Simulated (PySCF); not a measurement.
C4H7BFN, SMILES FCB1C=CCN1.

The structure is a stationary point at PBE0-D3(BJ)/def2-SVP. The structure was generated by enumeration, and PubChem lists no compound with its InChIKey, so it may never have been made. Other conformers were not sampled.

These are PBE/def2-TZVP (PySCF) values and carry that method's errors.

Symmetry labels are those of the subgroup Cs that the program uses (full group Cs).

Computed valence orbital energies around the gap with their symmetry:
| orbital | symmetry | energy (eV) |
|---|---|---|
| HOMO−7 | A' | -10.21 |
| HOMO−6 | A' | -9.90 |
| HOMO−5 | A' | -8.93 |
| HOMO−4 | A' | -8.13 |
| HOMO−3 | A" | -7.73 |
| HOMO−2 | A' | -6.82 |
| HOMO−1 | A" | -6.74 |
| HOMO | A" | -6.16 |
| LUMO | A" | -1.46 |
| LUMO+1 | A' | 0.26 |
| LUMO+2 | A' | 0.89 |
| LUMO+3 | A' | 0.99 |
